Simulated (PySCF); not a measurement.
C5H12N2OSi: core ionisation energies

Compound: C5H12N2OSi.
Z-matrix (Å and degrees, PBE0-D3(BJ)/def2-SVP geometry), rows numbered from 1:
```
C 
C   1  1.5129
O   2  1.2162  1  123.00
N   2  1.3608  1  114.94  3  -178.52
C   4  1.4476  2  121.75  1  -177.17
C   5  1.5281  4  108.36  2  -163.71
N   6  1.4552  5  105.37  4   -72.17
Si  7  1.7499  6  111.99  5   -34.53
C   5  1.5430  4  111.28  2    78.71
H   1  1.1011  2  110.18  3   108.42
H   1  1.1007  2  111.60  3  -131.81
H   1  1.0959  2  108.70  3   -10.83
H   4  1.0133  2  120.30  1    -9.35
H   5  1.1004  4  107.62  2   -42.61
H   6  1.1037  5  109.91  4    48.08
H   6  1.1088  5  109.18  4   165.30
H   7  1.0117  6  116.29  5   171.54
H   8  1.4994  7  115.08  6  -107.68
H   8  1.4974  7  112.29  6   129.80
H   9  1.0986  5  110.76  4   -46.04
H   9  1.1030  5  110.09  4  -164.59
```

Method: delta-SCF UKS SCAN, pcX-2 on the ionised atom, pcseg-1 elsewhere, spin-free X2C in PySCF 2.14.0. Binding energies are ΔSCF values: E(core-ionised, relaxed orbitals) − E(ground state) at a fixed geometry, referred to the vacuum level.

Problem. What binding energy does each computed site have?

Solution. 
```json
{"atom(s)": "C1", "environment": "methyl carbon next to a carbonyl", "level": "C 1s", "binding energy (eV)": "290.90", "2p1/2 (eV)": "–", "above the level's lowest (eV)": "+0.94", "count": "1"}
{"atom(s)": "C2", "environment": "amide carbonyl carbon", "level": "C 1s", "binding energy (eV)": "293.24", "2p1/2 (eV)": "–", "above the level's lowest (eV)": "+3.28", "count": "1"}
{"atom(s)": "O3", "environment": "amide oxygen", "level": "O 1s", "binding energy (eV)": "536.51", "2p1/2 (eV)": "–", "above the level's lowest (eV)": "0.00", "count": "1"}
{"atom(s)": "N4", "environment": "amide nitrogen", "level": "N 1s", "binding energy (eV)": "405.31", "2p1/2 (eV)": "–", "above the level's lowest (eV)": "+0.91", "count": "1"}
{"atom(s)": "C5", "environment": "sp3 carbon bound to nitrogen", "level": "C 1s", "binding energy (eV)": "291.62", "2p1/2 (eV)": "–", "above the level's lowest (eV)": "+1.66", "count": "1"}
{"atom(s)": "C6", "environment": "sp3 carbon bound to nitrogen", "level": "C 1s", "binding energy (eV)": "291.61", "2p1/2 (eV)": "–", "above the level's lowest (eV)": "+1.65", "count": "1"}
{"atom(s)": "N7", "environment": "silicon-bound nitrogen", "level": "N 1s", "binding energy (eV)": "404.40", "2p1/2 (eV)": "–", "above the level's lowest (eV)": "0.00", "count": "1"}
{"atom(s)": "Si8", "environment": "SiH2 silicon", "level": "Si 2p3/2", "binding energy (eV)": "106.68", "2p1/2 (eV)": "107.31", "above the level's lowest (eV)": "0.00", "count": "1"}
{"atom(s)": "Si8", "environment": "SiH2 silicon", "level": "Si 1s", "binding energy (eV)": "1846.53", "2p1/2 (eV)": "–", "above the level's lowest (eV)": "0.00", "count": "1"}
{"atom(s)": "C9", "environment": "sp3 carbon bound to silicon", "level": "C 1s", "binding energy (eV)": "289.96", "2p1/2 (eV)": "–", "above the level's lowest (eV)": "0.00", "count": "1"}
```

Lowest listed C 1s: C9, bonded to C, 2 H and Si. Highest, 3.28 eV above it: C2, bonded to O (double bond), N and C. The values 291.61 and 291.62 eV lie too close for their order to be trusted.

Lowest listed N 1s: N7, bonded to C, H and Si. Highest, 0.91 eV above it: N4, bonded to 2 C and H.

Problem. Which photon energy gives electrons from C 1s of C5 a kinetic energy of 100 eV, and what is their de Broglie wavelength?

Solution. hν = 291.62 + 100 = 391.62 eV, recoil neglected; λ = 12.264 Å/√(E/eV) = 1.23 Å.

Problem. Express the binding energy of C 1s of C5 in atomic units and per mole.

Solution. 291.62 eV = 10.7168 Eh = 28137 kJ/mol.

Spin–orbit and ligand-field terms were added within each 2p shell after the spin-free SCF. 2p1/2 minus 2p3/2 (ligand field included): Si 0.62 eV. The structure is a single PBE0-D3(BJ)/def2-SVP conformer in the gas phase; no vibrational or solvent corrections.

On an AMD EPYC with one thread, shared host with 64 logical CPUs at a one-minute load of 52, this took 7.9 min and 0.71 GiB of memory at its peak.
